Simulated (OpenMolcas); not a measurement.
## Ru²⁺: effect of the level shift or regulariser

| Quantity | Value |
| --- | --- |
| Program | OpenMolcas |
| Basis | ANO-RCC-VDZP [6s5p3d1f] |
| Scalar Hamiltonian | DKH2, point nucleus |
| Active space | 6 electrons in 6 orbitals (4d 5s) |
| State averaging | 2S+1 = 5 even, 30 roots; 2S+1 = 7 even, 1 root kept (CI in the orbitals of an earlier block); 2S+1 = 3 even, 127 roots kept (CI in the orbitals of an earlier block, 107 in the spin-orbit step); 2S+1 = 1 even, 102 roots kept (CI in the orbitals of an earlier block, 62 in the spin-orbit step) |
| Spin-orbit coupling | RASSI with atomic mean-field integrals over the reference wave functions, term energies averaged over their components |

Methods on the same reference wave functions:
A. CASSCF
B. MS-CASPT2, IPEA 0.25 Eh, imaginary shift 0.1 Eh (closed shells correlated: 4s 4p)
C. MS-CASPT2, IPEA 0.25 Eh, sigma2 regulariser 0.3 Eh (closed shells correlated: 4s 4p)

Energies in cm-1 above 4d6 5D4, the measured ground level; measured values from Moore, Atomic Energy Levels, vol. III, NSRDS-NBS 35 (1971 reprint of NBS Circular 467, 1958).

| Level | A | B | C | Measured |
| --- | --- | --- | --- | --- |
| 4d6 5D4 | 0.0 | 0.0 | 0.0 | 0.0 |
| 4d6 5D3 | 1272 | 1295 | 1295 | 1159 |
| 4d6 5D2 | 2046 | 2030 | 2030 | 1826 |
| 4d6 5D1 | 2545 | 2520 | 2520 | 2266 |
| 4d6 5D0 | 2786 | 2750 | 2750 | 2476 |
| 4d6 3H6 | 18316 | 16720 | 16720 |  |
| 4d6 3H5 | 18699 | 16960 | 16960 |  |
| 4d6 3P2(1) | 19108 | 15140 | 15140 |  |
| 4d5 5s 7S3 | 19392 | 23600 | 23600 | 27163 |
| 4d6 3F3(1) | 20963 | 17940 | 17940 |  |
| 4d6 3F2(1) | 21570 | 18390 | 18390 |  |
| 4d6 3P1(1) | 22756 | 18820 | 18820 |  |
| 4d6 3G5 | 22889 | 20470 | 20470 |  |
| 4d6 3P0(1) | 23515 | 19500 | 19500 |  |
| 4d6 3G4 | 24070 | 21430 | 21430 |  |
| 4d6 3G3 | 24387 | 21710 | 21710 |  |
| 4d6 1I6 | 28075 | 25830 | 25830 |  |
| 4d6 3D2 | 28290 | 24130 | 24130 |  |
| 4d6 3D1 | 28403 | 24340 | 24340 |  |
| 4d6 3D3 | 28634 | 24560 | 24560 |  |
| 4d6 1G4(1) | 29637 | 26400 | 26400 |  |
| 4d6 1S0 | 33385 | 28730 | 28730 |  |
| 4d6 1F3 | 39860 | 33870 | 33870 |  |
| 4d6 3P0(2) | 45630 | 38040 | 38040 |  |

Deviations, from unrounded energies. A percentage is the sum of absolute deviations over the sum of measured energies, with the sign that they share, or ± where signs differ.

```tsv
Against measurement	Levels	A	B	C
mean absolute deviation (cm-1)	5	1700	880	880
fine structure of the ground term (%)	4	+11.9	+11.2	+11.2
other configurations (%)	1	-28.6	-13.1	-13.1
```

B, C lie about equally close to measurement and A furthest from it. The largest miss of C in the table is 4d5 5s 7S3, by -3600 cm-1. The ranking rests on the paired levels alone, and a cruder setting can come out closer through cancelling errors.

Between B and C no level of the table moves by more than 5 cm-1.

The two smallest mean deviations differ by little beside CASPT2's spread within terms, so their order carries little weight.

From A to B the spin-free energies of the other terms of 4d6 shown, above 5D, scale by factors of 0.79 to 0.91, as is usual when dynamic correlation screens the repulsion within a d or f shell.

The lowest spin-free term lies below A's lowest term by 0.301 hartree in B, 0.301 hartree in C.

CASPT2 does not keep the components of a term degenerate, so their means are used; among the terms shown or strongly mixed into the levels shown the widest spread is 1400 cm-1 (4d6 1I, C). Some high roots are left out of the spin-orbit mixing, which shifts the levels that they would mix with. Terms from blocks run as CI alone lack orbitals of their own. A single d shell beside an s shell can misplace configurations of different d count against each other. Without dynamic correlation excited terms often stand tens of per cent too high (terms of higher spin than the ground term too low), and those without a measured partner can miss by more than the paired ones (holds for A). Blocks of more than 70 roots (2S+1 = 3 even) ran without multistate coupling (holds for B; C). The CASPT2 spread within a term exceeds the gap to the next term for 4d6 1G(1) and 4d6 1I, so the order of their levels is uncertain (holds for B; C). Computed and measured levels are paired by configuration, term and J; levels that our copy of the source lacks, or whose pairing is in doubt (as where it misses far off the trend of its configuration), stay unpaired and out of the deviations. Only configurations of the active space appear. The table leaves out levels that lie high or whose names do not pair safely across all columns.

A number in round brackets counts repeated terms of one configuration in the order of the reference energies.
